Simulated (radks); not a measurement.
Problem. These are the eigenvalues of the occupied orbitals of an atom or ion with whole-number occupations (eV). All-electron calculation, scalar-relativistic Kohn-Sham, LDA (Slater exchange, Perdew-Wang correlation), spin-polarised, spherical densities, finite nucleus; Fermi nuclear charge, rms radius of each element as measured or else 0.836 A^(1/3) + 0.57 fm. Program: a radial shooting solver on a logarithmic mesh with Libxc functionals.

orbital  eigenvalue
1s up     -23007.94
1s down   -23007.92
2s up     -3336.485
2s down   -3336.195
2p up     -2992.314
2p down   -2992.083
3s up     -595.6577
3s down   -595.4413
3p up     -482.5145
3p down   -482.2805
3d up     -300.9957
3d down   -300.6920
4s up      -83.0121
4s down    -81.7821
4p up      -51.0232
4p down    -49.7342
4d up       -6.6705
4d down     -5.3147
5s up       -4.9793

Which element is it, and in what charge state? The configuration may be excited. Open shells, if any, are filled with parallel spins first.

Solution. Z = 45, rhodium, charge 0: Rh in [Kr] 4d8 5s1. The list shows which subshells hold electrons but not how many an open one holds; the 1s level, -845.53 hartree, gives Z - s = 41.1 by -(Z - s)^2/2, which with screening and relativity narrows Z to a few neighbours, and the depths of the outer levels then fix element, charge and occupations together.
